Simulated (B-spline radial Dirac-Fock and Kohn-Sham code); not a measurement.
**Binding energies of Pr¹⁷⁺**

System: Pr¹⁷⁺, [Kr] 4d6; nuclear rms radius 4.8919 fm (A = 141).

The run's input, task.json:

```json
{"items": [{
  "Z": 59,
  "q": 17,
  "cfg": [[1, 0, 2], [2, 0, 2], [2, 1, 6], [3, 0, 2], [3, 1, 6], [3, 2, 10], [4, 0, 2], [4, 1, 6], [4, 2, 6]],
  "A": 141,
  "rrms": 4.8919,
  "do": ["binding"]
}]}
```

Run with: `python xray_run.py task.json out`

The computed values come from a radial atomic solver: multi-electron Dirac-Fock with separately optimised hole states, Breit and Lamb-shift corrections added in first order. Electron correlation is not included. Energies are counted from the vacuum level.

All terms are in eV, carry their sign (relaxation lowers the binding energy) and add up to the binding energy; ⟨r⟩ is the mean radius of the orbital in the initial state.

```csv
subshell,−ε (Koopmans),relaxation,Breit,self-energy,vacuum polarisation,binding energy,⟨r⟩ (bohr)
K,42635.8,-60.20,-109.19,-66.03,10.02,42410.4,0.024
L1,7307.7,-28.05,-11.07,-8.58,1.21,7261.2,0.102
L2,6911.9,-31.85,-18.39,0.40,-0.01,6862.0,0.086
L3,6428.0,-30.13,-11.92,-0.37,-0.06,6385.5,0.092
M1,1931.7,-8.68,-1.84,-1.85,0.25,1919.6,0.270
M2,1763.0,-9.28,-3.17,0.07,0.00,1750.6,0.260
M3,1664.3,-8.67,-1.88,-0.07,-0.02,1653.6,0.272
M4,1374.0,-10.54,-1.21,0.16,-0.02,1362.4,0.244
M5,1353.0,-10.24,-0.70,0.10,-0.02,1342.1,0.247
N1,687.2,-1.43,-0.43,-0.46,0.06,685.0,0.598
N2,618.2,-1.42,-0.72,0.02,0.00,616.1,0.608
N3,594.3,-1.30,-0.41,-0.01,0.00,592.5,0.629
"N4,5",482.7,-1.22,-0.14,0.03,0.00,481.4,0.656
```

For the deepest level, K (1s), the Breit terms make up -0.257 % of the binding energy, QED -0.132 % and orbital relaxation -0.142 %.

Going to the tabulated ground configuration of the next ion removes an electron from N4,5 (4d), computed at 481.4 eV. NIST lists 478 ± 3 eV as the ionisation energy of this species (theoretical), -3.41 eV from the computed value. Where a p, d or f shell is open in either ion the computed value averages over both j values and all terms, while the table refers to the lowest levels; that difference holds spin-orbit splitting (largest in heavy or highly charged ions), term energies where several electrons share open shells, and correlation, and it can reach 10 % or more.
